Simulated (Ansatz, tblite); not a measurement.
Forces on the cluster Zn6O5 at its r2SCAN-D4/def2-SVP geometry. The state is a singlet with charge 0.

The xTB rows come from tblite. Another isomer (singlet) lies 0.54 eV lower at PBE0-D4/def2-TZVP; other spin states weren't run for this one.

GFN1-xTB (tblite), largest force 1.78 eV/Å:

```xyz
11
positions Å, forces eV/Å
Zn    2.202   -1.210    0.022    0.161   -0.062   -0.009
Zn   -0.120   -2.708    0.992   -0.036   -0.185    0.073
Zn    1.573    1.587   -0.857    0.172    0.338   -0.146
Zn   -1.571    1.506   -0.259   -0.253   -0.023    0.046
Zn   -2.451   -1.035    0.812   -0.171    0.007    0.028
Zn    0.904    3.964   -1.530    1.150    0.925   -0.511
O    -2.957    0.583    0.318    0.216   -0.201    0.035
O     1.613   -2.735    0.686   -0.178    0.263   -0.063
O    -0.119    2.368   -0.825   -0.947   -1.365    0.629
O     2.788    0.309   -0.639   -0.342    0.066    0.046
O    -1.862   -2.629    1.281    0.230    0.238   -0.128
```

GFN2-xTB (tblite), largest force 0.69 eV/Å:

```
Zn 0.262 0.014 -0.057
Zn -0.035 -0.297 0.115
Zn -0.040 0.234 -0.076
Zn -0.106 0.082 -0.018
Zn -0.363 0.018 0.058
Zn 0.261 -0.347 0.065
O 0.568 -0.392 0.042
O -0.385 0.497 -0.112
O -0.007 -0.253 0.100
O -0.590 -0.023 0.131
O 0.435 0.466 -0.248
```

PBE-D4/def2-TZVP (Ansatz), largest force 0.76 eV/Å:

```
Zn 0.025 -0.003 -0.004
Zn -0.019 -0.049 0.021
Zn 0.089 -0.106 0.019
Zn -0.002 -0.026 0.007
Zn -0.066 0.018 0.005
Zn 0.258 0.667 -0.268
O -0.536 0.146 0.043
O 0.311 -0.417 0.095
O -0.305 0.118 0.006
O 0.525 0.066 -0.125
O -0.281 -0.413 0.201
```
